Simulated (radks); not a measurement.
Results of a calculation; reference values are marked as such.
Removal energies from the rhenium ion Re12+, [Kr] 4d10 4f14 5s2 5p(1/2: 1, 3/2: 0), by Delta-SCF beside the eigenvalue of the level emptied. Code: a radial shooting solver on a logarithmic mesh with Libxc functionals. Model: Dirac Kohn-Sham, relativistic LDA (MacDonald-Vosko exchange, VWN5 correlation), spin-unpolarised, spherical densities, finite nucleus; Fermi nuclear charge, rms radius of each element as measured or else 0.836 A^(1/3) + 0.57 fm. Sub-shells are occupied by j as written (lower j first in brackets).

| removed from | final configuration | Delta-SCF (eV) | -eigenvalue (eV) |
|---|---|---|---|
| 5p1/2 | [Kr] 4d10 4f14 5s2 | 260.48 | 249.49 |
| 4f7/2 | [Kr] 4d10 4f(5/2: 6, 7/2: 7) 5s2 5p(1/2: 1, 3/2: 0) | 269.33 | 252.21 |
| 4f5/2 | [Kr] 4d10 4f(5/2: 5, 7/2: 8) 5s2 5p(1/2: 1, 3/2: 0) | 272.10 | 254.87 |
| 5s1/2 | [Kr] 4d10 4f14 5s1 5p(1/2: 1, 3/2: 0) | 294.60 | 283.05 |
